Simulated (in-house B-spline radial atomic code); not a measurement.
A fraction x of an electron is removed from 5p in Cs III (Cs2+), starting from [Kr] 4d10 5s2 5p5 and keeping the highest spin. Method: scalar-relativistic (X2C) HSE06, spin-polarised, spherical fractional occupations, Fermi nucleus of rms radius 4.8041 fm. Calculated with a B-spline radial code for spherical atoms.

Caution: exact exchange at fractional occupations of open shells leaves self-interaction of up to several eV.

```
   x  E(x) - E(0) (eV)  5p down level (eV)
   0            0.0000             -28.739
0.02            0.5767             -28.925
0.22            6.5485             -30.795
0.29            8.7272             -31.454
0.45           13.8810             -32.970
 0.5           15.5414             -33.445
0.53           16.5491             -33.732
0.71           22.7759             -35.457
0.75           24.2019             -35.842
0.92           30.4350             -37.488
   1           33.4652             -38.267
```

The exact functional would give a straight line between the two integer points. Deviations E(x) - E(0) - x[E(1) - E(0)], in eV: -0.093 at x = 0.02, -0.814 at x = 0.22, -0.978 at x = 0.29, -1.178 at x = 0.45, -1.191 at x = 0.5, -1.187 at x = 0.53, -0.984 at x = 0.71, -0.897 at x = 0.75, -0.353 at x = 0.92.

The curve lies below the straight line by up to 1.191 eV (at x = 0.5): convex, the delocalisation error, to which spherically averaged exact exchange adds.

(1) How well does Slater's transition state (minus the level at half occupation) give the ionisation energy?

Answers

(1) It gives 33.445 eV against 33.465 eV from the two total energies; NIST lists 33.20 eV, ground level to ground level. The end point has an open shell averaged over its orbitals, so its exact exchange keeps a self-interaction and this is no true integer point.
